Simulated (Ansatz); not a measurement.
Total energies of `OB(O)C12CC3CC(CC(C3)C1)C2` from Ansatz at PBE-D4/def2-SVP, gas phase (1 Eh = 27.2114 eV = 2625.5 kJ/mol). The reference geometry is relaxed at PBE-D4/def2-SVP.

```
                state                    geometry  energy (Eh)
     charge 0 singlet                   reference   -565.63509
     charge 1 doublet                   reference   -565.32541
    charge -1 doublet                   reference   -565.56887
    charge -1 doublet  relaxed at PBE-D4/def2-SVP   -565.57621
free O atom (triplet)                           –    -74.91467
free B atom (doublet)                           –    -24.58153
free C atom (triplet)                           –    -37.75124
free H atom (doublet)                           –     -0.49863
```

Problem. Work out the vertical ionisation energy to the doublet.

Solution. E(charge 1 doublet) − E(charge 0 singlet) = -565.32541 − (-565.63509) = 0.30968 Eh = 8.43 eV. For comparison, −ε of the highest occupied level is 5.93 eV at this level, 2.50 eV less.

Problem. Work out the vertical electron affinity, to the doublet.

Solution. E(charge 0 singlet) − E(charge -1 doublet) = -565.63509 − (-565.56887) = -0.06622 Eh = -1.80 eV; negative, so the extra electron isn't bound. The basis lacks diffuse functions, which makes affinities too small.

Problem. Give the fundamental gap IE − EA, the Mulliken electronegativity (IE + EA)/2 and the hardness (IE − EA)/2.

Solution. From the values in Eh: IE − EA = 0.30968 − (-0.06622) = 0.37590 Eh = 10.23 eV; (IE + EA)/2 = 3.31 eV; (IE − EA)/2 = 5.11 eV. The HOMO–LUMO gap of the same run is 5.83 eV, 4.40 eV smaller than the fundamental gap.

Problem. How much does the charge -1 doublet relax, and what is the adiabatic electron affinity?

Solution. Relaxation: -565.56887 − (-565.57621) = 0.00734 Eh = 0.20 eV. Adiabatic electron affinity: -0.05888 Eh = -1.60 eV, without zero-point energy. 

Problem. What is the binding energy per atom against free atoms?

Solution. Atoms: 2 × (-74.91467) + 1 × (-24.58153) + 10 × (-37.75124) + 17 × (-0.49863) = -560.39998 Eh. Binding: -560.39998 − (-565.63509) = 5.23511 Eh = 142.45 eV, or 4.75 eV for each of 30 atoms (no zero-point energy, no counterpoise term).

At PBE-D4/def2-SVP the highest occupied level of the charge -1 doublet lies above zero (up to 3.65 eV). By energy differences it is unbound by 1.80 eV (vertical, against the charge 0 singlet, at PBE-D4/def2-SVP) and held by the finite basis. At PBE-D4/def2-SVP the highest occupied level of the relaxed charge -1 doublet lies above zero (up to 3.42 eV). By energy differences it is unbound by 1.60 eV (each at its own geometry, against the charge 0 singlet, at PBE-D4/def2-SVP) and held by the finite basis.
